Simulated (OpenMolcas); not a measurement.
**Os⁶⁺: from CASSCF to CASPT2**

```json
{"Program": "OpenMolcas", "Basis": "ANO-RCC-VQZP [9s8p6d4f3g2h]", "Scalar Hamiltonian": "DKH2, point nucleus", "Active space": "2 electrons in 10 orbitals (5d 6d)", "State averaging": "2S+1 = 3 even, 10 roots; 2S+1 = 1 even, 15 roots", "Spin-orbit coupling": "state interaction with AMFI integrals over the reference wave functions, term energies averaged over their components"}
```

Methods on the same reference wave functions:
A. CASSCF
B. SS-CASPT2, IPEA 0.25 Eh, imaginary shift 0.1 Eh (closed shells correlated: 5s 5p)

Energies in cm-1 above 5d2 3F2, the measured ground level; measured values from van het Hof, Joshi, Wyart and Sugar, J. Res. Natl. Inst. Stand. Technol. 100, 687 (1995).

| Level | A | B | Measured |
| --- | --- | --- | --- |
| 5d2 3F2 | 0.0 | 0.0 | 0.0 |
| 5d2 3F3 | 9806 | 10130 | 10308 |
| 5d2 3F4 | 17819 | 17870 |  |
| 5d2 3P0 | 18216 | 16610 | 15837 |
| 5d2 3P1 | 23927 | 22630 | 22098 |
| 5d2 1G4 | 33079 | 31580 | 31274 |
| 5d2 3P2 [56 %] | 34785 | 33020 | 33127 |
| 5d2 1S0 | 63181 | 58230 | 57710 |

Deviations, from unrounded energies. A percentage is the sum of absolute deviations over the sum of measured energies, with the sign that they share, or ± where signs differ.

| Against measurement | Levels | A | B |
| --- | --- | --- | --- |
| mean absolute deviation (cm-1) | 6 | 2300 | 400 |
| fine structure of the ground term (%) | 1 | -4.9 | -1.7 |
| other terms of the ground configuration (%) | 5 | +8.2 | ±1.4 |

B lies closest to measurement on these levels. The largest miss of B in the table is 5d2 3P0, by +770 cm-1. The ranking rests on the paired levels alone, and a cruder setting can come out closer through cancelling errors.

From A to B the spin-free energies of the other terms of 5d2 shown, above 3F, scale by factors of 0.88 to 0.89, as is usual when dynamic correlation screens the repulsion within a d or f shell.

The lowest spin-free term lies below A's lowest term by 0.248 hartree in B.

CASPT2 does not keep the components of a term degenerate, so their means are used; among the terms shown or strongly mixed into the levels shown the widest spread is 460 cm-1 (5d2 3F, B). Active for correlation alone: 6d; no level in the range computed is led by a configuration that fills it, so any true level of that kind is missing. Without dynamic correlation excited terms often stand tens of per cent too high (terms of higher spin than the ground term too low), and those without a measured partner can miss by more than the paired ones (holds for A). Measured partners are found by configuration, term and J. A level has none where our copy of the source lacks it or the pairing is in doubt (some pairs that miss far off the trend of their configuration count as doubtful), and it then counts in no deviation. Levels of configurations outside the active space are missing. The table leaves out levels that lie high or whose names do not pair safely across all columns.

A share in square brackets marks a mixed level and gives the weight of the term that names it, the lowest over the columns.
